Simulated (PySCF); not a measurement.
All numbers come from PySCF, PBE0, basis Te def2-TZVP with ECP28, N def2-TZVP, I def2-TZVP with ECP28 (scalar-relativistic core potentials, no spin–orbit coupling, density fitting). Open shells, if any, are unrestricted.

Problem. What shape and geometry does isolated singlet ITeN take (every ligand bound to Te)?

Solution. Counting electrons, tellurium keeps 2 of its valence electrons outside its bonds, so the VSEPR class is AX2E1 and the expected shape is bent; with unlike ligands the computed point group is Cs. The lowest minimum found is a singlet of Cs symmetry with Te–I 2.792 Å, Te–N 1.802 Å; I–Te–N 112.4°. Its harmonic wavenumbers are 151 (a'), 195 (a'), 933 (a') cm⁻¹ and its dipole moment is 2.99 D.

Other isomers or separated fragments may lie lower.
